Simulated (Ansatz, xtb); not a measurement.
# Isomers of BClF2HSi− in order of energy

11 gas-phase structures of BClF2HSi−, found in a search over its isomers (lower ones may exist). Each was relaxed with GFN2-xTB:

A. `B=[Si-](F)(F)Cl`, a singlet
B. `F/[BH-]=[Si](\F)Cl`, a singlet
C. the triplet with the links of `F[BH-](F)[Si]Cl`
D. `F[B-](F)([SiH])Cl`, a singlet
E. `F[Si](F)=[BH-]Cl`, a singlet
F. the triplet with the links of `F[Si][B@H-](F)Cl`
G. a singlet given by its coordinates
H. a singlet given by its coordinates
I. `F[BH-](F)[Si]Cl`, a singlet
J. `F/[SiH]=[B-](\F)Cl`, a singlet
K. `F[Si][B@H-](F)Cl`, a singlet

G (Å):

```
atom    x (Å)    y (Å)    z (Å)
   B  -0.5753  -0.8379  -0.7080
  Cl   2.8420  -0.8095  -0.4561
   F  -0.7378  -2.0815  -1.2720
   F  -1.8161  -0.2196  -0.6727
  Si   0.9567   0.2239  -0.7852
   H   1.1609   1.2872   0.2188
```

Close contacts (Å): B1–F3 1.38, B1–F4 1.39, B1–Si5 1.87, Cl2–Si5 2.18, Si5–H6 1.48.

H (Å):

```xyz
6

B    -0.7436   -0.2786   -0.6557
Cl    2.3648   -1.4187    0.6964
F    -1.6101   -1.2732   -0.2169
F     1.9863    0.7620   -1.1874
Si    1.0659   -0.6273   -0.8741
H    -1.2964    0.4355   -1.4475
```

Close contacts (Å): B1–F3 1.39, B1–Si5 1.86, Cl2–Si5 2.19, F4–Si5 1.70, B1–H6 1.20.

Problem. Which do you expect lowest at r2SCAN-D4/def2-SVPD//GFN2-xTB, and how would the others follow?

Solution. Calculated order at r2SCAN-D4/def2-SVPD//GFN2-xTB: G (0.0), H (46.6), B (47.7), J (49.9), E (55.4), K (65.2), D (71.9), I (77.7), C (91.7), F (123.3), A (164.9) kJ/mol. Less than 1 kcal/mol parts H and B; B and J, so the order within those pairs means little.

Energies above the lowest of each column, in kJ/mol; the last columns are at r2SCAN-D4/def2-SVPD geometries and were run for some of them only (a dash: not run or not comparable):

| structure | GFN2-xTB | HF/STO-3G | r2SCAN-D4/def2-SVPD//GFN2-xTB | r2SCAN-D4/def2-SVPD | CCSD(T)/def2-SVPD + ΔMP2/def2-TZVPPD |
| --- | --- | --- | --- | --- | --- |
| G | 28.4 | 0.0 | 0.0 | 0.0 | 0.0 |
| H | 7.1 | 115.5 | 46.6 | 61.8 | – |
| B | 5.1 | 116.1 | 47.7 | 61.4 | – |
| J | 44.9 | 182.9 | 49.9 | 54.6 | 55.0 |
| E | 0.0 | 267.5 | 55.4 | 76.7 | – |
| K | 11.0 | 98.3 | 65.2 | – | – |
| D | 75.1 | 49.6 | 71.9 | – | – |
| I | 12.1 | 54.3 | 77.7 | – | – |
| C | – | 49.1 | 91.7 | – | – |
| F | – | 169.0 | 123.3 | – | – |
| A | 108.6 | 467.2 | 164.9 | – | – |

CCSD(T)/def2-SVPD + ΔMP2/def2-TZVPPD puts G lowest of those it was run on; GFN2-xTB picks E. Some further structures that were screened fall inside this span and aren't listed. Flexible structures stand in one conformer each, not always the lowest. Frequencies (r2SCAN-D4/def2-SVPD) were run for G, J alone. GFN2-xTB has no spin polarisation and isn't compared across spin states. Open shells are spin-unrestricted. ΔMP2 is the change of the MP2 energy from the smaller to the larger basis.

Over these structures GFN2-xTB departs from r2SCAN-D4/def2-SVPD//GFN2-xTB by 27.2 kJ/mol on average once a common shift is removed. A GFN2-xTB relaxation took about 0.066 s and the r2SCAN-D4/def2-SVPD//GFN2-xTB energy about 1.1 s on a shared host (Ansatz 0.2.0, xtb 6.7.1).
